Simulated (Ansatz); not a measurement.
System: ZnH, charge 0, multiplicity 2. The spin state was set by rule; other spins were not relaxed. 
Geometry from a B3LYP-D3(BJ)/def2-TZVP (Ansatz, a first-principles code) optimisation:
```xyz
2

Zn     0.0000     0.0000    -0.0527
H      0.0000     0.0000     1.5801
```
Charge 0, spin multiplicity 2.

Quantity: atomisation energy (electronic, to ground-state atoms), in kcal/mol. Correlated levels leave the core frozen unless marked. UHF or UKS for open shells. No spin-orbit coupling. The frozen core is the preceding noble-gas configuration, with the filled d and f shells of earlier blocks. Non-relativistic. The coupled-cluster limit lacks core correlation, which all-electron functionals hold. CBS marks a two-point X^-3 extrapolation of the correlation energy; Hartree-Fock from the larger set.

| level | program | atomisation energy (kcal/mol) | minus last row |
|---|---|---|---|
| HF/def2-QZVPPD | Ansatz | 20.2 | -2.3 |
| BLYP-D4/def2-TZVPD | Ansatz + dftd4 | 22.0 | -0.5 |
| revPBE-D3(BJ)/def2-TZVPD | Ansatz + dftd3 | 23.0 | 0.5 |
| r2SCAN/def2-TZVPD | Ansatz | 28.1 | 5.6 |
| PBE0/def2-TZVP | Ansatz | 23.9 | 1.4 |
| BHLYP/def2-TZVPD | Ansatz | 24.0 | 1.5 |
| r2SCAN0-D4/def2-TZVPD | Ansatz + dftd4 | 28.3 | 5.8 |
| LC-wPBE-D3(BJ)/def2-TZVPD | Ansatz + dftd3 | 29.0 | 6.5 |
| B2GP-PLYP/def2-TZVPD | Ansatz | 22.9 | 0.4 |
| CCSD(T)/CBS(def2-TZVPPD,def2-QZVPPD) | Ansatz | 22.5 | 0.0 |
